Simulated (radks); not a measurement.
Task: Spherical quantum dot in the effective-mass picture: electrons in a hard-walled sphere of radius 2.46, all in effective atomic units (hartree* = m*/eps^2 hartree, bohr* = eps/m* bohr), one dielectric constant everywhere. Calculated with a radial shooting solver with Libxc functionals: non-relativistic Kohn-Sham, PBEsol, spin-polarised, spherical densities. Levels are named by radial order and angular momentum (1s, 1p, 1d, 2s, ...), and open shells are averaged over m. At N = 18 the configuration is 1s2 1p6 1d10. Does electron 19 go into 2s up or 1f up?

Result: Into 1f up. The total energies of the other choices lie higher by 0.191 hartree* (2s up).
